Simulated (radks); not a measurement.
The numbers below are computed, except where a source is named.
Excited configurations of Tc I: one electron is placed in a higher orbital outside [Kr] 4d5 5s1. The ground configuration is [Kr] 4d5 5s2. Code: a radial shooting solver on a logarithmic mesh with Libxc functionals. Model: scalar-relativistic Kohn-Sham, PBE, spin-polarised, spherical densities, finite nucleus; open shells are filled with parallel spins first (spin-orbit coupling, left out, can overturn this in heavy ions); Fermi nuclear charge, rms radius 4.4112 fm. Excitation = E - E(ground); binding = E(ion) - E, where the ion is the core of charge +1; n* = 1/sqrt(2 binding) in atomic units, and the quantum defect is n - n*.

outer orbital	excitation (eV)	binding (eV)	n*	quantum defect	eigenvalue (eV)	<r> (bohr)
5p	2.034	4.832	1.678	3.322	-2.446	4.298
5d	5.142	1.724	2.809	2.191	-0.791	9.692
5f	6.182	0.685	4.458	0.542	-0.405	27.74
6d	5.764	1.102	3.514	2.486	-0.634	18.05
6f	6.363	0.504	5.198	0.802	-0.321	41.46
7p	5.759	1.107	3.506	3.494	-0.698	19.75

The Delta-SCF ionisation energy is 6.866 eV (NIST Atomic Spectra Database: 7.119 eV, measured). Self-interaction in the functional shifts the binding energies and quantum defects, so they are the method's values and not measured ones. Open shells are spherical and high-spin; term and fine-structure splittings are not resolved.
